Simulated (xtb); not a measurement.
xtb input (GFN-FF):

```bash
xtb mol.xyz --gfnff --opt tight --chrg 0 --uhf 0
```
mol.xyz:
```
11

C      1.80656594    -0.07992923    -0.24679120
Si    -0.02454918    -0.00583127     0.01315256
O     -0.76911186     1.03031715    -1.03652801
O     -0.76621183    -1.44658996    -0.25843420
O     -0.23234157     0.42729227     1.58338397
H      2.27860565     0.87603881    -0.01034110
H      2.25290822    -0.83929150     0.39742828
H      2.04141092    -0.32968613    -1.28277775
H     -0.51560055     1.95596761    -1.02179364
H     -1.30129675    -1.51389686    -1.05300941
H     -1.11041240     0.32392548     1.95973091
```

End of the output:

```
         :::::::::::::::::::::::::::::::::::::::::::::::::::::
         ::                     SUMMARY                     ::
         :::::::::::::::::::::::::::::::::::::::::::::::::::::
         :: total energy              -1.410373143760 Eh    ::
         :: gradient norm              0.000265112615 Eh/a0 ::
         ::.................................................::
         :: bond energy               -1.293170601394 Eh    ::
         :: angle energy               0.008889413889 Eh    ::
         :: torsion energy             0.000904002972 Eh    ::
         :: repulsion energy           0.092073201007 Eh    ::
         :: electrostat energy        -0.214632970030 Eh    ::
         :: dispersion energy         -0.004289011327 Eh    ::
         :: HB energy                  0.000000000000 Eh    ::
         :: XB energy                  0.000000000000 Eh    ::
         :: bonded atm energy         -0.000147178879 Eh    ::
         :: external energy            0.000000000000 Eh    ::
         :: add. restraining           0.000000000000 Eh    ::
         :: total charge              -0.000000000000 e     ::
         :::::::::::::::::::::::::::::::::::::::::::::::::::::

           -------------------------------------------------
          |                Property Printout                |
           -------------------------------------------------

molecular dipole:
                 x           y           z       tot (Debye)
 q only:        0.475       0.234      -0.320       1.574
           -------------------------------------------------
          |                Geometry Summary                 |
           -------------------------------------------------

      molecular mass/u    :       94.1420939
   center of mass at/Å    :       -0.0459667       0.0137466       0.0226042
  moments of inertia/u·Å² :        0.1350042E+03   0.1379591E+03   0.1418752E+03
rotational constants/cm⁻¹ :        0.1248675E+00   0.1221930E+00   0.1188201E+00

 * 10 selected distances

     #   Z          #   Z                                           value/Å
Note: The following floating-point exceptions are signalling: IEEE_UNDERFLOW_FLAG IEEE_DENORMAL
normal termination of xtb
     1   6 C        2  14 Si                                      1.8670417 (max)
     2  14 Si       3   8 O                                       1.6550011
     2  14 Si       4   8 O                                       1.6571709
     2  14 Si       5   8 O                                       1.6542754
     1   6 C        6   1 H                                       1.0851037
     1   6 C        7   1 H                                       1.0851173
     1   6 C        8   1 H                                       1.0851453
     3   8 O        9   1 H                                       0.9750985
     4   8 O       10   1 H                                       0.9749516
     5   8 O       11   1 H                                       0.9734369 (min)

 * 4 distinct bonds (by element types)

   Z      Z             #   av. dist./Å        max./Å        min./Å
   1 H    6 C           3     1.0851221     1.0851453     1.0851037
   1 H    8 O           3     0.9744957     0.9750985     0.9734369
   6 C   14 Si          1     1.8670417     1.8670417     1.8670417
   8 O   14 Si          3     1.6554825     1.6571709     1.6542754

optimized geometry written to: xtbopt.xyz

           -------------------------------------------------
          | TOTAL ENERGY               -1.410373143760 Eh   |
          | GRADIENT NORM               0.000265112615 Eh/α |
           -------------------------------------------------
########################################################################
[WARNING] Runtime exception occurred
-1- gfnff_setup: Could not read topology file.
########################################################################

------------------------------------------------------------------------
------------------------------------------------------------------------
 total:
 SCF:
 ANC optimizer:
```
